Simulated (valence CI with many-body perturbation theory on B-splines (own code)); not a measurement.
## E1 line list for Sn

Calculated by valence CI with perturbative core correlation (CI+MBPT): four valence electrons over a frozen Dirac-Fock core [Kr] 4d10, a basis of 11 s, 11 p, 10 d, 8 f, 5 g, 2 h functions for each j, with the one-electron correlation potential Σ1, the two-electron term Σ2, the three-electron term Σ3, Breit, model QED; selected CI, second order for the rest, scaled by the run's own slope (own B-spline code, finite nucleus).

Against 31 measured levels this calculation errs by 59 cm⁻¹ on average and by 363 at most. These come from a selection out of the NIST Handbook of Basic Atomic Spectroscopic Data. Levels without a partner in it may be off by more. Among the levels kept, up to 570 cm⁻¹ of a level comes from second order outside the variational space, and about a tenth of that is noise between levels of different J, which matters for small intervals.

Lines 101 to 150 of 353 in falling wavelength, among levels below 56696 cm⁻¹, chosen from the strongest by gf and those to the six lowest levels. Wavelengths and rates use the calculated energies, so an error of 60 cm⁻¹ moves a line at 19300 Å by 1.2 % and its rate by three times that or more. Electric multipoles are in the length gauge, E1 and E2 with the static RPA response of the core. Weak lines are less certain than strong ones. Lines between different terms over intervals too small for the method are left out, as are lines whose strength nearly cancels. Where a level lies close to another of its J and parity, the split of strength between their lines is uncertain. The highest levels of a list are the least certain.

Levels are named by their leading jj configuration (3d3/2^4 stands for four electrons in 3d with j = 3/2), which in mixed levels can hold well under half, so a name can repeat and another be missing. Letters in brackets count levels of one name in rising energy.

| λ vac (Å) | λ from measured levels | Upper | Lower | A (s⁻¹) | S (a.u.) |
| --- | --- | --- | --- | --- | --- |
| 20250 |  | (5s^2 5p1/2 6f5/2) J=3 | (5s^2 5p1/2 6d3/2) J=2 | 7.09e+05 | 2.04e+01 |
| 20060 |  | (4f5/2 5s^2 5p3/2) J=2 | (5s^2 5p1/2 6d3/2) J=1 | 1.84e+06 | 3.66e+01 |
| 19710 |  | (5s^2 5p3/2 7s) J=2 | (5s^2 5p3/2 6p1/2) J=2 | 4.11e+06 | 7.77e+01 |
| 19490 |  | (5s^2 5p1/2 6f7/2) J=3 | (5s^2 5p1/2 6d5/2) J=2 | 4.72e+05 | 1.21e+01 |
| 19490 |  | (4f5/2 5s^2 5p1/2) J=3 | (5s^2 5p3/2 5d3/2) J=2 | 3.05e+05 | 7.80e+00 |
| 19490 |  | (4f7/2 5s^2 5p3/2) J=2 | (5s^2 5p1/2 6d3/2) J=1 | 1.89e+06 | 3.45e+01 |
| 19300 | 19290 | (5s^2 5p3/2 5d3/2) J=1 | (5s^2 5p1/2 6p1/2) J=0 | 7.48e+05 | 7.96e+00 |
| 19250 |  | (5s^2 5p1/2 8d3/2) J=2 | (5s^2 5p1/2 7p1/2) J=1 | 7.83e+05 | 1.38e+01 |
| 18910 | 18870 | (5s^2 5p3/2 5d5/2) J=2 | (5s^2 5p1/2 6p3/2) J=1 | 9.11e+05 | 1.52e+01 |
| 18850 |  | (5s^2 5p3/2 7s) J=2 | (5s^2 5p3/2 6p3/2) J=3 | 5.69e+06 | 9.40e+01 |
| 18460 |  | (5s^2 5p3/2 7p3/2) J=2 | (5s^2 5p3/2 5d3/2) J=3 | 5.03e+05 | 7.80e+00 |
| 18240 |  | (5s^2 5p1/2 9d3/2) J=1 | (5s^2 5p1/2 7p1/2) J=0 | 6.82e+05 | 6.13e+00 |
| 18130 |  | (5s^2 5p1/2 7d5/2) J=3 [a] | (5s^2 5p3/2 6p3/2) J=2 | 2.42e+06 | 4.98e+01 |
| 18050 |  | (4f7/2 5s^2 5p3/2) J=3 | (5s^2 5p1/2 6d5/2) J=2 | 7.94e+05 | 1.61e+01 |
| 17460 |  | (5s^2 5p1/2 7s) J=0 | (5s^2 5p1/2 6p1/2) J=1 | 3.86e+06 | 1.01e+01 |
| 17450 |  | (5s^2 5p1/2 7d5/2) J=2 [a] | (5s^2 5p3/2 6p1/2) J=1 | 5.27e+05 | 6.91e+00 |
| 17290 |  | (5s^2 5p1/2 7s) J=1 | (5s^2 5p1/2 6p1/2) J=1 | 2.90e+06 | 2.22e+01 |
| 16680 |  | (5s^2 5p3/2 7s) J=1 | (5s^2 5p3/2 6p3/2) J=1 | 6.40e+06 | 4.40e+01 |
| 16660 |  | (5s^2 5p1/2 8p3/2) J=2 | (5s^2 5p1/2 7s) J=1 | 5.03e+05 | 5.74e+00 |
| 15880 |  | (5s^2 5p1/2 7d5/2) J=2 [a] | (5s^2 5p3/2 6p1/2) J=2 | 1.54e+06 | 1.52e+01 |
| 15790 |  | (5s^2 5p1/2 8s) J=1 | (5s^2 5p3/2 6p3/2) J=1 | 1.73e+06 | 1.01e+01 |
| 15720 | 15810 | (5s^2 5p3/2 5d5/2) J=1 | (5s^2 5p1/2 6p1/2) J=0 | 1.31e+06 | 7.56e+00 |
| 15570 |  | (4f7/2 5s^2 5p3/2) J=4 | (5s^2 5p3/2 5d3/2) J=3 | 5.20e+05 | 8.71e+00 |
| 15520 |  | (5s^2 5p1/2 7p3/2) J=2 | (5s^2 5p1/2 5d5/2) J=3 | 5.99e+05 | 5.52e+00 |
| 15510 |  | (4f5/2 5s^2 5p3/2) J=3 | (5s^2 5p3/2 5d3/2) J=3 | 1.13e+06 | 1.45e+01 |
| 15450 |  | (5s^2 5p1/2 7d5/2) J=3 [a] | (5s^2 5p3/2 6p1/2) J=2 | 1.78e+06 | 2.27e+01 |
| 15400 |  | (4f5/2 5s^2 5p3/2) J=1 | (5s^2 5p3/2 5d5/2) J=1 | 1.62e+06 | 8.78e+00 |
| 15370 |  | (4f7/2 5s^2 5p3/2) J=2 | (5s^2 5p3/2 5d5/2) J=1 | 6.39e+06 | 5.73e+01 |
| 15370 | 15470 | (5s^2 5p3/2 5d3/2) J=3 | (5s^2 5p1/2 6p3/2) J=2 | 3.05e+06 | 3.83e+01 |
| 15190 |  | (4f5/2 5s^2 5p3/2) J=4 | (5s^2 5p3/2 5d3/2) J=3 | 9.98e+06 | 1.55e+02 |
| 15120 | 15060 | (5s^2 5p3/2 5d3/2) J=1 | (5s^2 5p1/2 6p1/2) J=1 | 1.08e+06 | 5.52e+00 |
| 14920 |  | (5s^2 5p1/2 7d5/2) J=3 [a] | (5s^2 5p3/2 6p3/2) J=3 | 1.99e+06 | 2.28e+01 |
| 14800 | 14800 | (5s^2 5p3/2 5d5/2) J=1 | (5s^2 5p1/2 6p3/2) J=1 | 1.04e+06 | 4.98e+00 |
| 14600 |  | (5s^2 5p1/2 10s) J=1 [a] | (5s^2 5p3/2 6p3/2) J=0 | 1.02e+06 | 4.71e+00 |
| 14550 |  | (5s^2 5p3/2 7p3/2) J=3 | (5s^2 5p3/2 5d5/2) J=4 | 4.51e+05 | 4.80e+00 |
| 14450 |  | (5s^2 5p1/2 7d3/2) J=1 | (5s^2 5p3/2 6p3/2) J=1 | 9.72e+05 | 4.34e+00 |
| 14400 |  | (5s^2 5p1/2 7d5/2) J=2 [a] | (5s^2 5p3/2 6p3/2) J=1 | 6.05e+05 | 4.46e+00 |
| 14140 |  | (5s^2 5p3/2 6d5/2) J=2 | (5s^2 5p3/2 6p3/2) J=2 | 2.69e+06 | 1.88e+01 |
| 13920 |  | (4f5/2 5s^2 5p3/2) J=1 | (5s^2 5p3/2 5d3/2) J=0 | 6.99e+06 | 2.79e+01 |
| 13840 | 13610 | (5s^2 5p3/2 6p3/2) J=1 | (5s^2 5p3/2 6s) J=1 | 1.16e+07 | 4.57e+01 |
| 13740 |  | (5s^2 5p1/2 9s) J=1 [b] | (5s^2 5p3/2 6p1/2) J=1 | 1.43e+06 | 5.49e+00 |
| 13680 | 13460 | (5s^2 5p1/2 6p1/2) J=1 | (5s^2 5p1/2 6s) J=1 | 9.60e+06 | 3.64e+01 |
| 13630 |  | (5s^2 5p1/2 7d5/2) J=3 [b] | (5s^2 5p3/2 6p1/2) J=2 | 2.70e+06 | 2.36e+01 |
| 13490 |  | (5s^2 5p1/2 7d5/2) J=2 [b] | (5s^2 5p3/2 6p1/2) J=2 | 3.02e+06 | 1.83e+01 |
| 13400 |  | (5s^2 5p3/2 6d5/2) J=2 | (5s^2 5p3/2 6p1/2) J=1 | 2.18e+06 | 1.30e+01 |
| 13280 |  | (5s^2 5p1/2 8d5/2) J=3 | (5s^2 5p3/2 6p3/2) J=2 | 7.55e+05 | 6.11e+00 |
| 13270 |  | (4f5/2 5s^2 5p3/2) J=2 | (5s^2 5p3/2 5d3/2) J=1 | 6.37e+06 | 3.67e+01 |
| 13210 |  | (5s^2 5p1/2 7d5/2) J=3 [b] | (5s^2 5p3/2 6p3/2) J=3 | 1.87e+06 | 1.49e+01 |
| 13200 |  | (5s^2 5p1/2 6d5/2) J=2 | (5s^2 5p1/2 6p3/2) J=1 | 1.02e+07 | 5.76e+01 |
| 13130 | 12980 | (5s^2 5p1/2 6p1/2) J=1 | (5s^2 5p1/2 6s) J=0 | 4.14e+06 | 1.39e+01 |
